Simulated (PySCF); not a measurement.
## How methods differ on the ionisation energy of Zn⁺

Zn⁺ [Ar] 3d10 4s1 (2S) → Zn²⁺ [Ar] 3d10 (1S), as a difference of total energies. Computed with PySCF 2.14 in aug-cc-pVDZ-DK, with the spin-free X2C one-electron Hamiltonian (Gaussian nucleus). Correlated levels: valence: [Ar] frozen. The calculations carry no spin-orbit coupling.

```
           method  ionisation energy (eV)  error (eV)
              UHF                  16.854      -1.110
             TPSS                  18.411      +0.447
           r2SCAN                  18.528      +0.564
    MP2 (valence)                  17.824      -0.140
SCS-MP2 (valence)                  17.674      -0.290
```

Reference: 17.964 eV (measured; NIST Atomic Spectra Database, ionization energies).

Errors of the correlated levels include the incompleteness of this basis and the frozen core.
